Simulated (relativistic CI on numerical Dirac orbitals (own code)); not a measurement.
# Forbidden transitions in Pb57+

Calculated at this level of theory: Dirac-Coulomb-Breit CI, KLI orbitals optimised for each configuration, QED by a radiative potential, unscaled Slater integrals (own radial code, finite nucleus).

CI space (outside the closed core [Ne]): 3s2 3p6 3d7, 3s2 3p5 3d8, 3s2 3p4 3d9, 3s 3p6 3d8, 3p6 3d9, 3s 3p5 3d9, 3s2 3p6 3d6 4s, 3s2 3p6 3d6 4p, 3s2 3p4 3d8 4s, 3s2 3p6 3d6 4d, 3s2 3p4 3d8 4p, 3s2 3p5 3d7 4s, 3s2 3p6 3d6 4f, 3s2 3p4 3d8 4d, 3s 3p5 3d8 4s, 3s2 3p5 3d7 4p, 3s 3p5 3d8 4p, 3s2 3p5 3d7 4d, 3s2 3p6 3d5 4s2, 3s 3p5 3d8 4d, 3s 3p6 3d7 4s, 3p6 3d8 4s, 3s2 3p6 3d5 4s 4p, 3s2 3p5 3d7 4f, 3s2 3p6 3d6 5s, 3p6 3d8 4p, 3s 3p6 3d7 4p, 3s2 3p6 3d5 4p2, 3s2 3p6 3d6 5p, 3s2 3p5 3d6 4s2, 3p6 3d8 4d, 3s2 3p6 3d6 5d, 3s2 3p6 3d6 5f, 3s 3p6 3d6 4s2, 3s2 3p5 3d7 5s, 3s2 3p6 3d6 6s. Levels of other configurations are missing.

```csv
λ vac (Å),Lower,Upper,Type,A (s⁻¹),log gf
5.3020,3s2 3p6 3d7 4F_9/2 [1],3s2 3p6 3d6 4s 4H_13/2 [138],E2,1.37e+10,-3.09
5.3027,3s2 3p6 3d7 4F_9/2 [1],3s2 3p6 3d6 4s 4G_11/2 [137],E2,7.52e+09,-3.42
5.3144,3s2 3p6 3d7 4F_9/2 [1],3s2 3p6 3d6 4s 4D_7/2 [132],E2,9.28e+09,-3.50
5.3159,3s2 3p6 3d7 4F_9/2 [1],3s2 3p6 3d6 4s 4D_5/2 [131],E2,1.03e+10,-3.58
5.3230,3s2 3p6 3d7 4F_9/2 [1],3s2 3p6 3d6 4s 6D_9/2 [130],E2,6.99e+09,-3.53
5.3263,3s2 3p6 3d7 4F_9/2 [1],3s2 3p6 3d6 4s 6D_7/2 [129],E2,1.48e+09,-4.30
5.3439,3s2 3p6 3d7 2P_3/2 [2],3s2 3p6 3d6 4s 6D_3/2 [134],E2,5.93e+09,-3.99
5.3608,3s2 3p6 3d7 2P_3/2 [2],3s2 3p6 3d6 4s 6D_7/2 [129],E2,1.04e+09,-4.45
5.3609,3s2 3p6 3d7 2D_5/2 [3],3s2 3p6 3d6 4s 4D_1/2 [136],E2,5.39e+09,-4.33
5.3642,3s2 3p6 3d7 2D_5/2 [3],3s2 3p6 3d6 4s 6D_3/2 [134],E2,1.64e+09,-4.55
5.3779,3s2 3p6 3d7 2D_5/2 [3],3s2 3p6 3d6 4s 6D_9/2 [130],E2,1.20e+09,-4.28
5.3813,3s2 3p6 3d7 2D_5/2 [3],3s2 3p6 3d6 4s 6D_7/2 [129],E2,1.04e+09,-4.44
5.5547,3s2 3p6 3d7 4F_9/2 [1],3s2 3p6 3d6 4s 4P_5/2 [125],E2,1.63e+10,-3.35
5.5569,3s2 3p6 3d7 2D_5/2 [3],3s2 3p6 3d6 4s 4P_1/2 [128],E2,3.01e+10,-3.56
5.5624,3s2 3p6 3d7 4F_7/2 [4],3s2 3p6 3d6 4s 4G_11/2 [137],E2,2.08e+09,-3.94
5.5700,3s2 3p6 3d7 4F_7/2 [4],3s2 3p6 3d6 4s 6D_3/2 [134],E2,1.48e+10,-3.56
5.5701,3s2 3p6 3d7 4F_9/2 [1],3s2 3p6 3d6 4s 2F_7/2 [124],E2,2.61e+10,-3.01
5.5720,3s2 3p6 3d7 4F_9/2 [5],3s2 3p6 3d6 4s 2G_9/2 [139],E2,1.78e+10,-3.08
5.5752,3s2 3p6 3d7 4F_7/2 [4],3s2 3p6 3d6 4s 4D_7/2 [132],E2,1.63e+10,-3.22
5.5769,3s2 3p6 3d7 4F_7/2 [4],3s2 3p6 3d6 4s 4D_5/2 [131],E2,1.62e+10,-3.34
5.5799,3s2 3p6 3d7 4F_9/2 [1],3s2 3p6 3d6 4s 4F_9/2 [123],E2,1.47e+10,-3.16
5.5800,3s2 3p6 3d7 4F_9/2 [5],3s2 3p6 3d6 4s 4H_13/2 [138],E2,6.78e+08,-4.35
5.5807,3s2 3p6 3d7 4F_9/2 [5],3s2 3p6 3d6 4s 4G_11/2 [137],E2,7.46e+09,-3.38
5.5847,3s2 3p6 3d7 4F_7/2 [4],3s2 3p6 3d6 4s 6D_9/2 [130],E2,3.44e+09,-3.79
5.5864,3s2 3p6 3d7 2P_3/2 [2],3s2 3p6 3d6 4s 2D_3/2 [127],E2,2.73e+10,-3.29
5.5883,3s2 3p6 3d7 4F_7/2 [4],3s2 3p6 3d6 4s 6D_7/2 [129],E2,2.86e+09,-3.97
5.5922,3s2 3p6 3d7 2P_3/2 [2],3s2 3p6 3d6 4s 4P_5/2 [125],E2,3.01e+09,-4.07
5.5936,3s2 3p6 3d7 4F_9/2 [5],3s2 3p6 3d6 4s 4D_7/2 [132],E2,7.93e+09,-3.53
5.5960,3s2 3p6 3d7 4P_3/2 [6],3s2 3p6 3d6 4s 4D_1/2 [136],E2,2.73e+10,-3.59
5.6032,3s2 3p6 3d7 4F_9/2 [5],3s2 3p6 3d6 4s 6D_9/2 [130],E2,4.15e+09,-3.71
5.6040,3s2 3p6 3d7 2H_11/2 [9],3s2 3p6 3d6 4s 4H_13/2 [138],E2,7.31e+09,-3.32
5.6048,3s2 3p6 3d7 4P_3/2 [6],3s2 3p6 3d6 4s 4D_7/2 [132],E2,8.94e+09,-3.47
5.6066,3s2 3p6 3d7 4P_3/2 [6],3s2 3p6 3d6 4s 4D_5/2 [131],E2,4.11e+09,-3.94
5.6068,3s2 3p6 3d7 4F_9/2 [5],3s2 3p6 3d6 4s 6D_7/2 [129],E2,9.43e+08,-4.45
5.6078,3s2 3p6 3d7 2P_3/2 [2],3s2 3p6 3d6 4s 2F_7/2 [124],E2,6.30e+09,-3.62
5.6086,3s2 3p6 3d7 2D_5/2 [3],3s2 3p6 3d6 4s 2D_3/2 [127],E2,1.32e+10,-3.60
5.6117,3s2 3p6 3d7 4P_5/2 [7],3s2 3p6 3d6 4s 4D_7/2 [132],E2,4.26e+09,-3.79
5.6134,3s2 3p6 3d7 4P_5/2 [7],3s2 3p6 3d6 4s 4D_5/2 [131],E2,1.17e+10,-3.48
5.6145,3s2 3p6 3d7 2D_5/2 [3],3s2 3p6 3d6 4s 4P_5/2 [125],E2,3.43e+09,-4.01
5.6162,3s2 3p6 3d7 2P_1/2 [8],3s2 3p6 3d6 4s 4D_5/2 [131],E2,5.11e+09,-3.84
5.6250,3s2 3p6 3d7 4P_5/2 [7],3s2 3p6 3d6 4s 6D_7/2 [129],E2,3.77e+09,-3.84
5.6302,3s2 3p6 3d7 2D_5/2 [3],3s2 3p6 3d6 4s 2F_7/2 [124],E2,1.44e+10,-3.26
5.6305,3s2 3p6 3d7 2F_5/2 [11],3s2 3p6 3d6 4s 2G_9/2 [139],E2,7.08e+09,-3.47
5.6403,3s2 3p6 3d7 2D_5/2 [3],3s2 3p6 3d6 4s 4F_9/2 [123],E2,1.40e+09,-4.17
5.6526,3s2 3p6 3d7 2F_5/2 [11],3s2 3p6 3d6 4s 4D_7/2 [132],E2,1.64e+09,-4.20
```

Terms are leading LS components. Brackets give the number of a level in order of energy, since labels repeat. The list gives strong lines, with weight on those to low levels, among the lowest 400 of 9866 levels, so that lines to higher ones, which can be the strongest, are missing. Levels whose partners in the same complex of configurations lie outside the list can be far off, and so can their lines. Rates are taken at the computed energies, electric ones in the length gauge.

At this charge energies of transitions that change n are usually good to better than 1 %, and those within a shell (Δn = 0) to a few per cent.

LS names give the leading component of a level, which can be under half, so a name can repeat, a term be missing and a line seem to break the LS rules.
